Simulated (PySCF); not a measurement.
AlBr: from constants to spectrum

RHF-CCSD(T) constants of AlBr, ¹Σ⁺ (singlet), closed shell (basis Al def2-TZVPPD, Br def2-TZVPPD; no relativity; PySCF 2.14; masses 26.9815 and 78.9183 u):

```
ωe              : 377.8 cm⁻¹
ωexe            : 1.26 cm⁻¹
Be              : 0.15621 cm⁻¹
αe              : 0.000833 cm⁻¹
D (centrifugal) : 1.07e-07 cm⁻¹
De to Al + Br   : 4.56 eV
```

Q: Estimate the standard entropy (1 bar) and heat capacity of the ideal gas at 298.15 K, rigid rotor with B0 and harmonic oscillator at the fundamental.

A: Translation (Sackur–Tetrode, M = 105.90 u): 167.0 J/(mol K). Rotation: q = kT/(σB0) = 1330 with σ = 1, 68.1. Vibration: x = hcν0/kT = 1.81, 4.43. S° = 239.6 J/(mol K); Cp = 7R/2 + 6.37 = 35.5 J/(mol K).

Correlated steps freeze 14 core orbitals. Where the molecule has an RHF reference, its open-shell atoms are computed with UHF.
